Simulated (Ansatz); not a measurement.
Diatomic BO, multiplicity 2 (the spin of the measured ground state).

D_e counts from the fitted minimum to each atom's lowest state at the same level, without counterpoise.

Frozen-core correlation.

The values were computed with Ansatz (Gaussian basis) for Hartree–Fock, density functionals and correlated methods. 

PBE/def2-TZVPP gives 8.979 eV for the bond energy D_e.

Problem. Where do these levels fall relative to PBE: r2SCAN/def2-TZVPP, B3LYP/def2-TZVPP, wB97M-V/def2-TZVPP, B2PLYP/def2-TZVPP, CCSD(T)/def2-QZVPP.

Solution. r2SCAN/def2-TZVPP -0.265; B3LYP/def2-TZVPP -0.554; wB97M-V/def2-TZVPP -0.573; B2PLYP/def2-TZVPP -0.489; CCSD(T)/def2-QZVPP -0.692 eV. 0 of 5 lie above PBE; the widest gap is to CCSD(T)/def2-QZVPP.

Ansatz is a program for electronic structure.
